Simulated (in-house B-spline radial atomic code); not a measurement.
Configurations of the germanium ion Ge²⁺, with energies counted from [Ar] 3d10 4s2. Level of theory: Dirac-Hartree-Fock, average of configuration, Fermi nucleus of rms radius 4.0742 fm; calculated with a B-spline radial code for spherical atoms. Energies include first-order Breit, QED and recoil terms.

Occupations are held fixed; configurations that lie above the ionisation limit could autoionise.

```tsv
configuration	E - E(ref) (eV)	highest orbital	its <r> (bohr)
[Ar] 3d10 4s1 (5d3/2)1	24.769	5d3/2	7.313
[Ar] (3d3/2)3 (3d5/2)6 4s2 (6p3/2)1	51.989	6p3/2	8.984
[Ne] 3s2 (3p1/2)2 (3p3/2)3 3d10 4s2 (5g7/2)1	149.56	5g7/2	9.158
[Ne] 3s2 (3p1/2)2 (3p3/2)3 3d10 4s2 (6f5/2)1	151.02	6f5/2	15.72
[Ne] 3s2 (3p1/2)2 (3p3/2)3 3d10 4s2 (7d5/2)1	151.08	7d5/2	17.18
[Ne] 3s2 (3p1/2)1 (3p3/2)4 3d10 4s2 (5d5/2)1	151.1	5d5/2	7.081
```

(1) Order these further configurations by energy, lowest first.
A. [Ar] (3d3/2)3 (3d5/2)6 4s2 (4d5/2)1
B. [Ar] 3d10 4s1 (4p3/2)1
C. [Ar] (3d3/2)4 (3d5/2)5 4s2 5s1
D. [Ne] 3s2 (3p1/2)2 (3p3/2)3 3d10 4s2 (6g9/2)1
E. [Ne] 3s2 (3p1/2)1 (3p3/2)4 3d10 4s2 (7g9/2)1

(2) How far above the reference does [Ne] 3s2 (3p1/2)1 (3p3/2)4 3d10 4s2 (6p3/2)1 lie?

(3) How far above the reference does [Ar] (3d3/2)3 (3d5/2)6 4s2 (4p1/2)1 lie?

Results:

(1) B (7.8512 eV), C (43.695 eV), A (44.828 eV), D (151.06 eV), E (156.24 eV).

(2) 152.09 eV; its least bound orbital is 6p3/2 with <r> = 8.975 bohr.

(3) 31.573 eV; its least bound orbital is 4p1/2 with <r> = 2.202 bohr.
